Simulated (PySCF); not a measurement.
## Four-centre ligand exchange

Start structure (GePH7, closed shell), relaxed at PBE0-D4/def2-TZVP:

```xyz
9
angstrom
Ge -1.4319 0.9238 -0.8175
H -0.9042 -0.4775 -1.1592
H -2.5387 1.2956 -1.8161
H -2.0032 0.9250 0.6049
H -0.2878 1.9398 -0.9229
H 0.9423 -2.0041 1.1041
P 1.4662 -0.6853 1.1423
H 2.5775 -1.0595 1.9435
H 2.1816 -0.8478 -0.0729
```

The step: GeH₄ + PH₃ → GePH₅ ([PH2][GeH3]) + H₂; bonds formed: Ge1–P7, H2–H6; bonds broken: Ge1–H2, H6–P7. Program: PySCF 2.14 with density fitting (its default auxiliary sets; JK sets also for MP2 and CCSD(T)). Basis: def2-TZVPP and def2-QZVPP. Cores are frozen in the correlated methods. Filled d shells of the heavier atoms are correlated. The def2 sets are not built for correlating such inner shells, so the correlated values are less sure here. Extrapolation: Hartree–Fock as exp(−7.88 √X), correlation as X^−2.97. Energies below are by CCSD(T) at an estimated basis limit (MP2 extrapolated from triple and quadruple zeta, plus CCSD(T) − MP2 in triple zeta).

**Question.** What are the electronic barrier and the energy of the step, from the start structure to the end structure? (To be estimated.)

**Answer.** Computed: Barrier 267.5 kJ/mol; step energy -1.6 kJ/mol (downhill); reverse barrier, their difference, 269.1 kJ/mol. Barrier and step energy count from the start structure, the reverse barrier from the end structure.

The saddle point: One imaginary mode of 1486i cm⁻¹.
| pair | start (Å) | saddle (Å) | end (Å) |
| --- | --- | --- | --- |
| Ge1–P7 | 3.85 | 2.61 | 2.32 |
| H2–H6 | 3.30 | 1.07 | 0.75 |
| Ge1–H2 | 1.54 | 1.87 | 3.86 |
| H6–P7 | 1.42 | 1.62 | 3.41 |

Zero-point energy (harmonic, PBE0-D4): ZPE is 143.4 kJ/mol at the start and 138.3 kJ/mol at the saddle, so the barrier goes from 267.5 to 262.4 kJ/mol.

No T1 diagnostic of these runs exceeds 0.014. The end structure is not quite a true minimum (one mode of 40i cm⁻¹).

Labels in which every atom is bracketed show which atoms are joined, not bond orders.

For scale, one of the runs: CCSD(T)/def2-TZVPP, 188 basis functions, launched by `OMP_NUM_THREADS=4 python run.py`. Time: 5 min of wall clock on 4 CPU threads of an Arm Neoverse V2; the host was shared. Peak host memory: 2.1 GiB.
